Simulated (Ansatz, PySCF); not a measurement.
Conformers of C2H6OSi (SMILES CO[Si]C), B3LYP-D3(BJ)/def2-TZVP minima from an xTB search, which can miss the lowest.
Conformer 1 (charge 0, multiplicity 1):
```json
[
 {"atom": "C", "x (Å)": "1.9917", "y (Å)": "-0.1729", "z (Å)": "0.4660"},
 {"atom": "O", "x (Å)": "0.5802", "y (Å)": "-0.0539", "z (Å)": "0.5719"},
 {"atom": "Si", "x (Å)": "-0.4465", "y (Å)": "0.0538", "z (Å)": "-0.7279"},
 {"atom": "C", "x (Å)": "-2.0632", "y (Å)": "0.1780", "z (Å)": "0.2621"},
 {"atom": "H", "x (Å)": "2.4605", "y (Å)": "0.6694", "z (Å)": "0.9771"},
 {"atom": "H", "x (Å)": "2.3094", "y (Å)": "-1.0980", "z (Å)": "0.9497"},
 {"atom": "H", "x (Å)": "2.3207", "y (Å)": "-0.1849", "z (Å)": "-0.5784"},
 {"atom": "H", "x (Å)": "-2.1812", "y (Å)": "-0.7022", "z (Å)": "0.9029"},
 {"atom": "H", "x (Å)": "-2.9371", "y (Å)": "0.2580", "z (Å)": "-0.3872"},
 {"atom": "H", "x (Å)": "-2.0344", "y (Å)": "1.0527", "z (Å)": "0.9205"}
]
```

Cores are frozen in the correlated methods. CBS: X⁻³ extrapolation of the correlation energy, Hartree–Fock from the larger set. MP2 and its Hartree–Fock in cc-pV(Q+d)Z are density fitted. Rows in 6-31G* carry no dispersion term and start afresh at each structure (6-31G* with six Cartesian d functions).

The values were computed with Ansatz (an electronic-structure program) with Gaussian orbitals; PySCF for 6-31G* rows. Each number belongs to the level named beside it.

Electronic energies of 2 conformers above conformer 1 (kcal/mol):

```tsv
level	conformer 1	conformer 2
PBE/def2-TZVPP	0.00	1.48
B3LYP/6-31G*	0.00	1.66
wB97M-V/def2-TZVPP	0.00	1.23
MP2/CBS(cc-pV(T+d)Z, cc-pV(Q+d)Z) + ΔCCSD(T)/cc-pV(T+d)Z	0.00	1.41
```

Give Boltzmann populations at 298.15 K for each level, counting each conformer once and leaving out zero-point, thermal and symmetry terms.


Weights exp(−E/RT) with RT = 0.5925 kcal/mol, divided by their sum:
- PBE/def2-TZVPP: 92 %, 8 %
- B3LYP/6-31G*: 94 %, 6 %
- wB97M-V/def2-TZVPP: 89 %, 11 %
- MP2/CBS(cc-pV(T+d)Z, cc-pV(Q+d)Z) + ΔCCSD(T)/cc-pV(T+d)Z: 91 %, 9 %
The share of conformer 1 runs from 89 to 94 % over these levels.
